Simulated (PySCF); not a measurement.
Vibration and rotation of MgI⁺

RHF-CCSD(T) constants of MgI⁺, ¹Σ⁺ (singlet), closed shell (Mg x2c-SVPall, I x2c-SVPall; spin-free X2C with a Gaussian nucleus (PySCF 2.14); masses 23.9850 and 126.9045 u):

| Property | Result |
| --- | --- |
| ωe | 367.0 cm⁻¹ |
| ωexe | 1.25 cm⁻¹ |
| Be | 0.1324 cm⁻¹ |
| αe | 0.000581 cm⁻¹ |
| De to Mg⁺ + I | 2.18 eV |

What force constant and bond length do these constants imply?

Reduced mass μred = 20.172 u; k = 5.8918×10⁻⁷·μred·ωe² (u, cm⁻¹, mdyn/Å) = 1.60 mdyn/Å; Re = √(16.8576/(μred·Be)) (u, cm⁻¹, Å) = 2.512 Å.

Estimate the centrifugal constant D from the Kratzer relation and find the Dunham coefficient a1.

D = 4Be³/ωe² = 6.89e-08 cm⁻¹; a1 = −1 − αeωe/(6Be²) = -3.03.

Correlated steps freeze 19 core orbitals. Correlated levels converge slowly with the basis: in double zeta they bind strong bonds too weakly, by up to about 1 eV, and carry superposition errors of some tenths. These are scalar-relativistic numbers at best; spin–orbit coupling would shift them, the dissociation energy most. For an ion De counts to the pair picked by the measured ionisation energies or electron affinities, which need not be the lowest pair at this level. Where the molecule has an RHF reference, its open-shell atoms are computed with UHF.
